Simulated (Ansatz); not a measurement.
Method: r2SCAN-D4/def2-TZVP in Ansatz (a quantum-chemistry and plane-wave program). No frequencies were computed at this level.

Ansatz 0.2 input:
```yaml
crystal:
  periodic: [false, false, false]
  atoms:
    - { symbol: Al, position_ang: [-0.000028, -0.000189, -0.371049] }
    - { symbol: H, position_ang: [-1.305046, -0.810689, -0.595413] }
    - { symbol: H, position_ang: [1.347922, -0.740947, -0.159759] }
    - { symbol: H, position_ang: [-0.042853, 1.551824, -0.357078] }
basis:
  gaussian: { orbitals: def2-tzvp }
hamiltonian:
  xc: r2scan
  dispersion: d4
relax:
  max_steps: 150
```

Output:

```
Functional definition: r2SCAN
391 factors; their error is unknown
mean field evaluation 1: about -6643.4707 eV, gradient 1.3e1 eV
mean field evaluation 2: about -6644.0459 eV, gradient 4.2e0 eV
mean field evaluation 4: about -6644.1097 eV, gradient 4.7e-2 eV
mean field evaluation 8: about -6644.1054 eV, gradient 2.0e-3 eV
mean field -6644.10544965 eV, -244.1663717383 hartree, gradient 2.0e-5 eV, S^2 0.000000; 0 other end points of the search recorded, 0 dependent functions left out
reference -6644.10546174 eV, -244.1663721825 hartree; 8, 8 occupied and 47, 47 virtual orbitals, 391 factors
relax step   1: F+E_penalty+E_count = -6644.11192096 eV  Δ(F+E_penalty+E_count) = +0.000e0 eV  max|allowed force component| = 4.630e-1 eV/Å  Δτ_max = 0.0000 Å  (20 SCF iters, accepted)
these checks for a lower state are left out or cut short: starts, cluster_reference, orbital_swaps, neighbouring_geometries, increment
391 factors; their error is unknown
mean field evaluation 16: about -6644.1262 eV, gradient 4.2e-5 eV
mean field -6644.12623574 eV, -244.1671356131 hartree, gradient 4.2e-5 eV, S^2 0.000000; 0 other end points of the search recorded, 0 dependent functions left out
reference -6644.12624784 eV, -244.1671360576 hartree; 8, 8 occupied and 47, 47 virtual orbitals, 391 factors
relax step   2: F+E_penalty+E_count = -6644.13269818 eV  Δ(F+E_penalty+E_count) = -2.078e-2 eV  max|allowed force component| = 8.947e-2 eV/Å  Δτ_max = 0.0254 Å  (20 SCF iters, accepted)
these checks for a lower state are left out or cut short: starts, cluster_reference, orbital_swaps, neighbouring_geometries, increment
391 factors; their error is unknown
mean field -6644.12710763 eV, -244.1671676543 hartree, gradient 4.1e-5 eV, S^2 0.000000; 0 other end points of the search recorded, 0 dependent functions left out
reference -6644.12711973 eV, -244.1671680989 hartree; 8, 8 occupied and 47, 47 virtual orbitals, 391 factors
relax step   3: F+E_penalty+E_count = -6644.13356833 eV  Δ(F+E_penalty+E_count) = -8.701e-4 eV  max|allowed force component| = 7.625e-4 eV/Å  Δτ_max = 0.0065 Å  (21 SCF iters, accepted)
391 factors; their error is unknown
mean field evaluation 32: about -6644.1271 eV, gradient 4.4e-4 eV
mean field -6644.12710763 eV, -244.1671676543 hartree, gradient 4.1e-5 eV, S^2 0.000000; 1 other end points of the search recorded, 0 dependent functions left out
reference -6644.12711973 eV, -244.1671680989 hartree; 8, 8 occupied and 47, 47 virtual orbitals, 391 factors
Total energy: -6644.13358042 eV, -244.1674055251 hartree
Atom 0 at     0.000011    -0.000012    -0.370941 Å, force    -0.000114     0.000040     0.000762 eV/Å
Atom 1 at    -1.331543    -0.827299    -0.600010 Å, force    -0.000398    -0.000325    -0.000330 eV/Å
Atom 2 at     1.375352    -0.756279    -0.155502 Å, force     0.000526    -0.000361    -0.000179 eV/Å
Atom 3 at    -0.043824     1.583589    -0.356847 Å, force    -0.000014     0.000646    -0.000254 eV/Å
Dipole moment:     0.000012    -0.000019    -0.000151 e Å
```

Cost: roughly 4 core-seconds.
